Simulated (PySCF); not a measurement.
**Working out the ionisation energy of Ti**

Ti [Ar] 3d2 4s2 (3F) → Ti⁺ [Ar] 3d2 4s1 (4F). All numbers are calculated (PySCF 2.14, the non-relativistic Hamiltonian (point nucleus), in def2-TZVPPD). Frozen: [Ar]. Energies in hartree (1 hartree = 27.21139 eV):

```tsv
part	Ti (lower)	Ti⁺ (upper)
UHF	-848.397244	-848.194103
CCSD correlation	-0.052026	-0.013657
(T)	-0.001757	-0.000082
```

Problem. What does Hartree-Fock give?

Solution. (-848.194103) − (-848.397244) = 0.203141 hartree = 5.528 eV.

Problem. What do CCSD and CCSD(T) give?

Solution. The CCSD correlation energies differ by 0.038369 hartree = 1.044 eV and the triples by 0.001675 hartree = 0.046 eV, so CCSD gives 6.572 eV and CCSD(T) 6.618 eV.

Measured between the centres of the two terms (NIST): 6.828 eV, so CCSD(T) (valence) is off by -0.210 eV.

The calculation is non-relativistic.

What remains against the reference includes basis incompleteness, the frozen core and higher excitations.
